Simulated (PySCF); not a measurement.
Species: C₆H₁₄Ge.
Z-matrix (Å and degrees, PBE0-D3(BJ)/def2-SVP geometry), rows numbered from 1:
```
C 
C   1  1.5241
C   2  1.5350  1  110.09
C   3  1.5293  2  115.34  1   169.85
Ge  4  1.9597  3  110.50  2    56.20
C   5  1.9595  4  102.39  3   -42.67
C   6  1.5292  5  110.60  4    42.38
H   1  1.1009  2  111.48  3   -57.06
H   1  1.1030  2  110.72  3    62.62
H   1  1.1009  2  111.50  3  -177.72
H   2  1.1080  1  107.95  3   117.05
H   3  1.1065  2  108.19  1   -66.67
H   3  1.1045  2  108.28  1    47.14
H   4  1.1010  3  110.98  2   179.58
H   4  1.1034  3  110.10  2   -62.53
H   5  1.5459  4  110.25  3    74.79
H   5  1.5432  4  112.33  3  -163.51
H   6  1.1034  5  107.62  4   -78.08
H   6  1.1010  5  110.78  4   165.70
H   7  1.1044  2  108.22  1   -47.39
H   7  1.1065  2  108.17  1    66.35
```

Linear response at CAM-B3LYP/def2-SVPD (PySCF, frozen core in the response, non-relativistic). Relativistic effects, spin–orbit coupling among them, are left out although an element past zinc is present.

Static isotropic polarisability: 99.95 au (14.81 Å³), principal values 87.1, 98.3, 114.4 au.

Question: What is the polarisability at 1064 nm and at the sodium D line?

Answer: 100.75 au at 1064 nm (+0.8 %), 102.61 au at 589.3 nm (+2.7 %). The rise at 589.3 nm is 3.34 times that at 1064 nm; a pure ω² law gives 3.26. The lowest singlet lies at 170 nm, shorter than both wavelengths.

Question: What is the isotropic C6 coefficient between two such molecules, C6 = (3/π)∫α(iω)² dω?

Answer: 4054 au (Eh·bohr⁶) by a ten-point quadrature over imaginary frequencies, which is 2420 eV·Å⁶ or 234 J·nm⁶/mol.

Question: Which effective excitation energy ω̄ makes London's formula C6 = (3/4)α²ω̄ exact here?

Answer: ω̄ = 4·C6/(3α²) = 0.541 Eh = 14.7 eV. A one-pole form α(ω) = α/(1 − ω²/ω̄²) fitted to the 1064 nm value gives 13.1 eV. London's choice of the ionisation energy (9.51 eV, ΔSCF at the same level) gives C6 = 2620 au, 35 % too low.

Question: How anisotropic is the static polarisability, by Δα² = ½[(α1 − α2)² + (α2 − α3)² + (α3 − α1)²]?

Answer: Δα = 23.8 au, or 0.24 of the isotropic value.

Question: The lowest 10 singlets have (eV, f): 7.28, 0.002; 7.56, 0.013; 7.91, 0.002; 8.08, 0.081; 8.08, 0.020; 8.18, 0.038; 8.42, 0.095; 8.45, 0.006; 8.56, 0.120; 8.56, 0.011. What share of the static polarisability do they carry in the sum over states α = Σ f/ω²?

Answer: 4.15 au, 4.2 % of α; the largest term, 1.21 au, is that of the state at 8.56 eV. Their oscillator strengths add up to 0.39. Higher states carry the rest.

Question: What n − 1 at the D line would an ideal gas of it have at 273.15 K and 1 atm (2.6868 × 10¹⁹ cm⁻³), by n − 1 = 2π·N·α′?

Answer: 25.67 × 10⁻⁴, a formal value whether or not that pressure can be reached.

Question: What molar refraction at the D line follows from R = (4π/3)·N_A·α′, with α′ the polarisability volume?

Answer: α′ = 15.20 Å³ gives R = 38.35 cm³/mol, for isolated, non-vibrating species.

One conformer stands for the species.
